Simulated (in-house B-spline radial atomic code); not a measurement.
A calculation on B V (B4+): its settings, and results tabulated from the run. All numbers are computed (non-relativistic M06-2X, spin-polarised, spherical fractional occupations, exact exchange averaged over the configuration; point nucleus) with a B-spline radial code for spherical atoms, not measured.

Command:
```bash
python run_scf.py task.json out
```
Settings:
```
Z                5
configuration    1s1
hamiltonian      nr
method           m062x
spin_polarised   True
exact_exchange   averaged over the configuration
```

Output (hartree, bohr):
```
 radial grid: 34 intervals, B-splines of order 8, outer radius 6.383 bohr

 iter        energy (Eh)    residual
    1         -12.490159    1.42e-02
    2         -12.490801    5.82e-04
    3         -12.490802    3.05e-04
    4         -12.490802    1.61e-04
    5         -12.490803    1.40e-05
    6         -12.490803    8.66e-07
    7         -12.490803    1.84e-08

 total energy                       -12.49080
 kinetic                              12.4904
 electron-nucleus                    -24.9891
 Hartree                               1.5571
 exact exchange                       -0.8408
 exchange-correlation                 -0.7084

 orbital      occ     eigenvalue          <r>       <r^2>       <1/r>       <r^4>       r_max
 1s up      1.000       -11.8820     0.301401    0.121479     4.99782   0.0372539      0.1984
```

Run time, properties included: 0.03 s on 1 thread of Arm Neoverse V1 (shared host).
